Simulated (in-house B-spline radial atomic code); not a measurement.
## Response and correlation of the calcium ion Ca¹⁶⁺

Closed shell [He] 2s2. Computed with an all-electron radial atomic-structure program (B-spline basis): Dirac-Hartree-Fock, relativistic RPA (time-dependent Dirac-Hartree-Fock) for the response and second-order many-body perturbation theory for correlation, no-pair Dirac-Coulomb Hamiltonian, finite nucleus.

```tsv
multipole (bohr³, bohr⁵, bohr⁷)	uncoupled	coupled RPA
dipole	0.029706	0.041833
quadrupole	0.00075809	0.00080645
octupole	0.00011993	?
```

Q: What is the coupled octupole polarisability?

A: 0.00012525 atomic units, +4 % against the uncoupled value.

Q: Which subshells carry the dipole polarisability?

A: 2s1/2 100.1 %, 1s1/2 -0.1 %.

Q: What does the dipole shielding factor come to?

A: The dipole shielding factor is 0.200, against the exact N/Z = 4/20 = 0.200 of the non-relativistic theorem.

Dipole polarisability at imaginary frequency:

| u (Eh) | α(iu) (bohr³) |
| --- | --- |
| 0 | 0.04183 |
| 3.5 | 0.01255 |
| 10.5 | 0.003171 |
| 21 | 0.001564 |
| 35 | 0.0008817 |
| 70.1 | 0.0003459 |
| 140 | 0.0001231 |
| 350 | 2.706e-05 |

Q: What dispersion coefficients follow for two such ions (the dispersion part alone)?

A: C6 = (3/π)∫α(iu)²du = 0.003045 hartree·bohr⁶ and C8 = 0.0006166 hartree·bohr⁸.

Lowest J = 1 odd-parity excitations:

```tsv
energy (eV)	oscillator strength	leading channel	weight
22.808	0.000255	2s1/2 → p1/2	0.735
57.977	0.18	2s1/2 → p3/2	0.734
628.9	0.0309	2s1/2 → p1/2	0.844
632.23	0.65	2s1/2 → p3/2	0.844
829.42	0.0102	2s1/2 → p1/2	0.865
830.64	0.166	2s1/2 → p3/2	0.865
921.1	0.00474	2s1/2 → p1/2	0.874
921.69	0.0697	2s1/2 → p3/2	0.874
```

Second-order correlation energy by the highest angular momentum of the excited pair (hartree): s -0.0161, p -0.1575, d -0.01113, f -0.002905, g -0.00106, h -0.0004718, i -0.0002265, k -0.0001251.

Q: What is the second-order correlation energy at the partial-wave limit?

A: The listed waves sum to -0.18956 hartree; extrapolating the increments as (l + 1/2)⁻⁴ gives -0.18982 hartree, -1.29 eV per electron.
